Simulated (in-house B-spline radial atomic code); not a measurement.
RPA and G0W0 for Pd5+, [Kr] 4d5, highest spin, as one setting changes: the share of exact exchange in the PBE hybrid start. A dash marks a level of low quasi-particle weight. Computed with an all-electron radial atomic-structure program (B-spline basis): all electrons, scalar-relativistic (spin-free one-electron X2C), finite nucleus, each spin shell either full or empty, empty states to l = 9 with an (l + 1/2)⁻⁴ tail; G0W0 by contour deformation at full frequency.

```
share of exact exchange in the PBE hybrid start  mean-field level (eV)  G0W0 level (eV)  RPA correlation (Eh)
                                              0                 -75.93     4d up -84.98               -3.1497
                                            0.1                 -76.94     4d up -85.03               -3.1233
                                            0.2                 -77.97     4d up -85.07               -3.0978
                                            0.3                 -78.99     4d up -85.10               -3.0729
                                            0.4                 -80.02     4d up -85.13               -3.0488
                                            0.5                      ?                ?                     ?
                                            0.6                 -82.08     4d up -85.18               -3.0024
                                            0.7                 -83.11     4d up -85.20               -2.9801
                                            0.8                 -84.15     4d up -85.22               -2.9584
                                            0.9                      ?                ?                     ?
                                              1                 -86.23     4d up -85.25               -2.9165
```

(1) What belongs in the row for 0.9?

(2) What belongs in the row for 0.5?

(3) At what share of exact exchange does G0W0 leave the highest level unchanged?

Answers

(1) mean-field level (eV): -85.19; G0W0 level (eV): 4d up -85.23; RPA correlation (Eh): -2.9372.

(2) mean-field level (eV): -81.05; G0W0 level (eV): 4d up -85.16; RPA correlation (Eh): -3.0253.

(3) Near 0.90, where the shift changes sign (-0.045 eV at 0.9, +0.984 eV at 1).
